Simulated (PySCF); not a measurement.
A calculated (UHF, PySCF 2.14, x2c-QZVPPall, scalar relativity by spin-free X2C-1e) atom or ion has these occupied shells.

| shell | electrons | orbital energy (eV) | rms radius, mean of both spins (bohr) |
| --- | --- | --- | --- |
| 1s α | 1 | -6048.2 | 0.0734 |
| 1s β | 1 | -6048.2 | 0.0734 |
| 2s α | 1 | -730.99 | 0.316 |
| 2s β | 1 | -728.42 | 0.316 |
| 2p α | 3 | -612.20 | 0.287 |
| 2p β | 3 | -609.67 | 0.287 |
| 3s α | 1 | -101.76 | 0.964 |
| 3s β | 1 | -93.192 | 0.964 |
| 3p α | 3 | -67.432 | 1.04 |
| 3p β | 3 | -57.190 | 1.04 |
| 3d α | 4 | -16.260 | 1.40 |
| 4s α | 1 | -9.257 | 3.47 |
| 4p α | 1 | -5.096 | 4.44 |

Problem. Name the element and its charge.

Solution. Cr (chromium, neutral), in [Ar] 3d4 4s1 4p1, one real determinant (an excited configuration).
